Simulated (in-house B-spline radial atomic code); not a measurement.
Ga²⁺. Computed with a B-spline radial atomic code. Model: non-relativistic spherical atom: semilocal Troullier-Martins pseudo-atom, one channel per l, against all electrons, high spin, G0W0 and RPA with empty states to l = 8, local potential for every l without a channel, a model core (radius 0 = none) keeps its share of the functional.

What the tables leave out is listed at the end.

The pseudopotential gives back the lowest level of each angular momentum of its own functional in the configuration it was made in; a second state of the same l is only approximately right. Exact exchange, RPA and GW see the smooth pseudo-orbitals and miss the exchange with the core, for which the functional's share stands in. The column with an uncorrelated core keeps all orbitals and exact exchange, and so separates missing core correlation from pseudisation. Only the three outermost levels and the lowest empty one were computed. RPA here is direct RPA, with no exchange kernel, and its energies carry an (l + 1/2)⁻⁴ tail. A hybrid on a potential with a model core restores only its own semilocal share of the core's exchange.

Command:
```bash
python run_psgw.py task.json out
```
Settings (lengths in bohr, energies in hartree):
```
Z                      31
electrons              29
configuration          [Ar] 3d10 4s1
generated_in           [Ar] 3d10 4s2 4p1
functional             pbe,pbe
core_shells            4
radius_factor          1.3
core_correction        True
ion_configuration      [Ar] 3d10
```

Run time, properties included: 58 s on 1 thread of Arm Neoverse N1, on a shared host.

Given: made with PBE; model core radius 0.306 bohr; local radius 0.999 bohr; mean-field start PBE.

Valence shells of the generating configuration: 3p, 3d, 4s, 4p.

Channel: s 2.493, p 0.735, d 2.075 (radii in bohr).

Computed: largest level miss in the spin-unpolarised generating configuration 0.014 eV; valence RPA correlation energy pseudo -1.2396 hartree; all-electron RPA polarisability, core included 7.6116 bohr³; pseudo-atom RPA polarisability 7.5244 bohr³; ionisation by mean-field all-electron 31.089 eV; ionisation by RPA all-electron 30.88 eV; ionisation by RPA pseudo minus all 2.263 eV.

| level | occupied | mean-field all-electron (eV) | mean-field pseudo minus all (eV) | G0W0 all-electron (eV) | G0W0 uncorrelated core minus all (eV) | G0W0 pseudo minus all (eV) | exchange self-energy all-electron (eV) | exchange self-energy pseudo (eV) |
| --- | --- | --- | --- | --- | --- | --- | --- | --- |
| 4s up | 1 | -26.247 | -0.026 | -31.13 | -0.086 | -1.801 | -15.619 | -17.494 |
| 3d down | 1 | -39.684 | -0.179 | -49.445 | 0.09 | 1.972 | -57.866 | -42.796 |
| 3d up | ? | ? | ? | ? | ? | ? | ? | ? |
| 4s down (empty) | 0 | -24.843 | -0.209 | -20.463 | -0.081 | -1.765 | -3.9438 | -5.9004 |

(1) What belongs in the row 3d up?

(2) What is the ionisation by mean-field pseudo minus all?

(3) What is the valence RPA correlation energy all-electron orbitals?

Given: mean-field start PBE0.

Computed: valence RPA correlation energy all-electron orbitals -1.1768 hartree; valence RPA correlation energy pseudo -1.1984 hartree; all-electron RPA polarisability, core included 6.7671 bohr³; pseudo-atom RPA polarisability 6.2061 bohr³; ionisation by mean-field all-electron 30.698 eV; ionisation by mean-field pseudo minus all 0.866 eV.

```tsv
level	occupied	mean-field all-electron (eV)	mean-field pseudo minus all (eV)	G0W0 all-electron (eV)	G0W0 uncorrelated core minus all (eV)	G0W0 pseudo minus all (eV)	exchange self-energy all-electron (eV)	exchange self-energy pseudo (eV)
4s up	1	-27.152	-0.651	-30.964	-0.08	-2.053	-15.39	-18.245
3d down	1	-43.1	0.768	-49.874	0.091	2.146	-58.068	-42.862
4s down (empty)	0	-23.229	-0.708	-20.248	-0.073	-1.701	-3.6336	-6.0477
```

(4) What is the ionisation by RPA all-electron?

(5) What is the ionisation by RPA pseudo minus all?

Results:

(1) occupied: 1; mean-field all-electron (eV): -39.928; mean-field pseudo minus all (eV): -0.246; G0W0 all-electron (eV): -49.625; G0W0 uncorrelated core minus all (eV): 0.087; G0W0 pseudo minus all (eV): 1.697; exchange self-energy all-electron (eV): -57.68; exchange self-energy pseudo (eV): -43.268.

(2) 0.184 eV.

(3) -1.226 hartree.

(4) 30.758 eV.

(5) 2.381 eV.

Among the listed levels the largest G0W0 shift of the pseudo-atom is +2.15 eV, for 3d down on the PBE0 start, while leaving the core uncorrelated moves that level by +0.09 eV. So pseudisation and the lost core exchange, not the missing core correlation, make the error. Not in the tables (levels of low weight, unsolved or above zero; the highest and the empty levels are kept at any weight): on PBE0 the G0W0 levels 3d up (pseudo minus all +1.77 eV, weights 0.66 and 0.86); no Hartree-Fock pseudo-atom is run with a model core.
